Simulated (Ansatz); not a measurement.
Molecule: sulfur dioxide, SO$_{2}$, charge 0, multiplicity 1. SMILES: O=[S+][O-]
Geometry from a B3LYP-D3(BJ)/def2-TZVP (Ansatz, an electronic-structure program) optimisation:
```xyz
3

S      0.0030    -0.0061     0.3657
O      0.0167     1.2445    -0.3451
O     -0.0228    -1.2322    -0.3863
```

Property: vertical ionisation energy to the doublet, in eV. Conventions: dispersion terms only where a functional's name holds one; non-relativistic; each state is the SCF solution reached for its charge and spin; 6-311+G** with 5d, 6d on Na to Ar in Ansatz; no spin-orbit coupling; UHF or UKS for open shells; 6-31G* and kin with 6d, 5d where marked. First-principles rows: single points at B3LYP-D3(BJ) geometries (Ansatz).

```tsv
level	program	vertical ionisation energy to the doublet (eV)
B3LYP/STO-3G	Ansatz	7.77
B3LYP/3-21G	Ansatz	11.61
B3LYP/6-31G*	Ansatz	12.21
B3LYP/6-311+G**	Ansatz	12.49
B3LYP/def2-TZVPD	Ansatz	12.47
```

No value to compare with is used here. The 4 habitual levels span 7.77 (B3LYP/STO-3G) to 12.49 eV (B3LYP/6-311+G**); B3LYP/def2-TZVPD gives 12.47.

The sets are all those run for this method; left out are runs that failed, that the program found above a lower state of the same kind, or whose <S^2> lies over 0.5 above the pure value.
